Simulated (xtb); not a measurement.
Harmonic IR lines of one isomer of H4B2Si, unscaled. Computed with xtb 6.7.1 with GFN2-xTB.

wavenumber (cm⁻¹): 467 (w), 541 (m), 620 (w), 654 (w), 720 (w), 803 (w), 955 (m), 2090 (vs), 2149 (m), 2658 (m), 2700 (w)

Question: Name which structure gives these lines.
A) `BB=[SiH2]`
B) `[H]/B=[SiH]\B`
C) `B1B[SiH2]1`

Answer: C, `B1B[SiH2]1`
